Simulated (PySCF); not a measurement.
**How methods differ on the ionisation energy of Cl⁶⁺**

Cl⁶⁺ [Ne] 3s1 (2S) → Cl⁷⁺ [Ne] (1S), as a difference of total energies. Calculation: PySCF 2.14, in an uncontracted even-tempered set (19 s from 0.19 bohr⁻², ratio 2.5; 12 p from 0.24 bohr⁻², ratio 2.5; 5 d from 1.2 bohr⁻², ratio 2.7; 5 f from 1.8 bohr⁻², ratio 2.7); scalar relativity by spin-free X2C-1e. Correlated levels: outer shells: 1s2 frozen; virtual orbitals above 40 to 60 times the deepest correlated orbital energy dropped. The calculations carry no spin-orbit coupling.

| method | ionisation energy (eV) |
| --- | --- |
| UHF | 113.69 |
| MP2 (outer shells) | 114.16 |
| SCS-MP2 (outer shells) | 114.07 |
| CCSD (outer shells) | 114.17 |
| CCSD(T) (outer shells) | 114.18 |

How much does correlation contribute at CCSD(T) (outer shells)?

114.18 − (113.69) = 0.49 eV, measured against UHF.

For comparison: 114.20 eV (measured; NIST Atomic Spectra Database, ionization energies).
